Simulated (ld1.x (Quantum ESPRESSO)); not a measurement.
## Which change was made? (Cl, TM)

ld1.x (Quantum ESPRESSO) 7.5 input, shortened:

```
&input
   title='Cl', zed=17., rel=1, dft='PZ', iswitch=3,
   config='[Ne] 3s1 3p6 3d-2'
 /
 &inputp
   pseudotype=2, tm=.true., lloc=2,
   nlcc=.false.
 /
3
3S  1  0   1.00   0.00  1.35  1.35  0.0
3P  2  1   6.00   0.00  1.05  1.05  0.0
3D  3  2  -2.00   0.35  1.35  1.35  0.0
 &test
   configts(1)='3s1 3p6'
 /
```

Cutoffs, loose and tight: the cutoffs (Ry, on a coarse ladder) from which the occupation-weighted sum of valence levels, in a spherical-Bessel basis at the reference potential, stays within 10 and 1 mRy of its value at 400 Ry. They do not see the model core or the augmentation charge, which bear on the density cutoff. Test errors are all-electron minus pseudo excitation energies from the reference, over the configurations 3s2 3p5; 3s2 3p4; 3s2 3p3; 3s2 3p2; 3s1 3p5; 3s2 3p4.5; 3s2 3p5.3 (two spin-polarised tests are not counted in the largest error); variants that change the core or the reference have their own tests.

The base gives: outcome: generated; cutoff, loose: 100 Ry; cutoff, tight: 200 Ry; bound ghosts: none; largest test error (meV): +136.

Problem. After one change the result is: outcome: generated; cutoff, loose: 100 Ry; cutoff, tight: 200 Ry; bound ghosts: none; largest test error (meV): +200. Which change was it?
A. wave 3s (bound): rc 1.35 bohr becomes 3s (bound): rc 1.68 bohr
B. wave 3s (bound): rc 1.35 bohr becomes 3s (bound): rc 2.04 bohr
C. wave 3s (bound): rc 1.35 bohr becomes 3s (bound): rc 0.94 bohr

Solution. A. The others give: wave 3s (bound): rc 1.35 bohr becomes 3s (bound): rc 2.04 bohr → outcome: generated; cutoff, loose: 100 Ry; cutoff, tight: 200 Ry; bound ghosts: none; largest test error (meV): +356 | wave 3s (bound): rc 1.35 bohr becomes 3s (bound): rc 0.94 bohr → outcome: generated; cutoff, loose: 120 Ry; cutoff, tight: 260 Ry; bound ghosts: none; largest test error (meV): +216.
